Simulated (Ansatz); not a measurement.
Consider the substitution at a C–C bond: `C[CH](C)[GeH3]` + `[OH][Hf]([F])([SH])[Cl]` → `C[S][Hf]([OH])([F])[Cl]` + `C[CH2][GeH3]`.

Program: Ansatz. Geometries: PBE0-D4/def2-TZVP. ΔE: electronic, gas phase. CBS: MP2 limit from def2 TZ/QZ plus the TZ coupled-cluster correction, frozen cores. DFT in def2-TZVPP. B3LYP here is the variant with VWN-RPA as its local correlation; programs differ in this. def2 core potentials past Kr. For Ge, Hf outer-core shells are correlated without core-valence functions, which leaves a few kJ/mol of doubt a bond. Scalar relativity is left out up to krypton. One conformer a species, not always the lowest.

Question: Is it downhill or uphill in electronic energy at CCSD(T)/CBS, and by how much? (An estimate is asked.)

Answer: Ansatz gave: Uphill: ΔE = +5.4 kcal/mol.

Question: What do these levels give: PBE-D4, PBE, B3LYP, SCS-MP2/def2-TZVPP, HF/def2-QZVPP, HF/CBS(def2)? (Best estimate.)

Answer: Ansatz gave: PBE-D4 4.2, PBE 3.9, B3LYP 3.8, SCS-MP2/def2-TZVPP 5.4, HF/def2-QZVPP 4.4, HF/CBS(def2) 4.4 kcal/mol.

Largest T1 diagnostic among the species: 0.015.

In def2-TZVPP, CCSD(T) changes the Hartree–Fock value by +1.3 kcal/mol (the triples alone add −0.1 kcal/mol) and MP2 by +1.2 kcal/mol.
